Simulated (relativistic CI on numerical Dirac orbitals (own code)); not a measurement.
# What each ingredient does to the levels of Co IX

Base calculation: Dirac-Coulomb-Breit CI, KLI orbitals optimised for each configuration, a model potential for QED, unscaled Slater integrals.

Configurations in the expansion (outside the closed core [Ne]): 3s2.3p6.3d, 3s2.3p5.3d2, 3s.3p6.3d2, 3s2.3p6.4s, 3s2.3p6.4p, 3s2.3p6.4d, 3s2.3p6.4f, 3s2.3p6.5s, 3s2.3p6.5p, 3s2.3p5.3d.4s, 3s2.3p6.5d, 3s2.3p5.3d.4p, 3s2.3p6.5f, 3s2.3p6.5g, 3s2.3p6.6s, 3s2.3p6.6p, 3s2.3p6.6d, 3s2.3p6.7s, 3s2.3p5.3d.4d, 3s2.3p6.7p, 3s.3p6.3d.4s, 3s.3p6.4s2, 3s2.3p5.3d.4f, 3s.3p6.3d.4p, 3p6.3d3, 3p5.3d4. Double excitations out of closed p, d and f shells are left out; levels of such configurations are missing from the list, as are those of other unlisted configurations, and high levels can miss mixing partners. These lack a partner that the ground configuration has and come out too high: 3s2.3p5.3d.4s, 3s2.3p5.3d.4p, 3s2.3p5.3d.4d, 3s2.3p5.3d.4f.

The lowest level and the first level of each name with at least 55 % of one term (blank where a level has no safe partner in the second run):

| Level | Base (cm⁻¹) | Shift (cm⁻¹) |
| --- | --- | --- |
| 3s2.3p6.3d 2D_3/2 | 0 | 0 |
| 3s2.3p6.3d 2D_5/2 | 2376 | 0 |
| 3s2.3p5.3d2 4D°_1/2 | 419133 | +889 |
| 3s2.3p5.3d2 4D°_3/2 | 420265 | +889 |
| 3s2.3p5.3d2 4D°_5/2 | 422159 | +889 |
| 3s2.3p5.3d2 4D°_7/2 | 424916 | +889 |
| 3s2.3p5.3d2 4G°_11/2 | 443849 | +887 |
| 3s2.3p5.3d2 4G°_9/2 | 445761 | +887 |
| 3s2.3p5.3d2 4G°_7/2 | 448238 | +887 |
| 3s2.3p5.3d2 4P°_5/2 | 449479 | +887 |
| 3s2.3p5.3d2 4G°_5/2 | 450945 | +887 |
| 3s2.3p5.3d2 4P°_3/2 | 453271 | +887 |
| 3s2.3p5.3d2 4P°_1/2 | 456165 | +887 |
| 3s2.3p5.3d2 4F°_3/2 | 461121 | +887 |
| 3s2.3p5.3d2 4F°_9/2 | 463382 | +887 |
| 3s2.3p5.3d2 4F°_7/2 | 464709 | +887 |
| 3s2.3p5.3d2 2F°_7/2 | 473074 | +894 |
| 3s2.3p5.3d2 2P°_1/2 | 478967 | +895 |
| 3s2.3p5.3d2 2H°_11/2 | 484934 | +885 |
| 3s2.3p5.3d2 2P°_3/2 | 486421 | +896 |
| 3s2.3p5.3d2 2G°_7/2 | 490853 | +887 |
| 3s2.3p5.3d2 2G°_9/2 | 494564 | +886 |

At this charge configurations can still be misplaced by up to about 7 % of their energy.

(1) One thing was changed in a second run, which moved the levels as shown. Which?
A. configuration mixing switched off
B. non-relativistic limit
C. P86 correlation estimate
D. QED terms removed
E. one mean potential for all configurations
F. Breit term removed

Answers

(1) C. P86 correlation estimate. A correlation estimate moves all levels of a configuration together before mixing; mixed levels move by a weighted share.

LS names give the leading component of a level, which can be under half, so a name can repeat, a term be missing and a line seem to break the LS rules.
